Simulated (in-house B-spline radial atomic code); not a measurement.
**S⁴⁺: [He] 2s2 2p(3 up, 2 down) 3s2 4d(0 up, 1 down) (an excited or competing configuration)**

Method: non-relativistic LDA exchange-only, spin-polarised, spherical fractional occupations, point nucleus. Calculated with an all-electron radial atomic-structure program (B-spline basis).

Z_r = [3n² - l(l+1)]/(2<r>); Z_e = n√(-2ε); the last column is Slater's effective charge. Values are occupation-weighted means over spin.

```tsv
shell	electrons	ε (eV)	<r> (bohr)	Z_r	Z_e	Slater
1s	2	-2497.8	0.09751	15.38	13.55	15.70
2s	2	-300.26	0.4699	12.77	9.40	12.20
2p	5	-250.06	0.4251	11.76	8.57	12.20
3s	2	-76.204	1.371	9.85	7.10	7.70
4d	1	-22.102	3.543	5.93	5.10	5.00
```

The least bound orbital is 4d down at -22.1 eV, and it is also the most diffuse (<r> = 3.543 bohr). The part-filled 2p shell lies below the filled 3s shell in orbital energy.
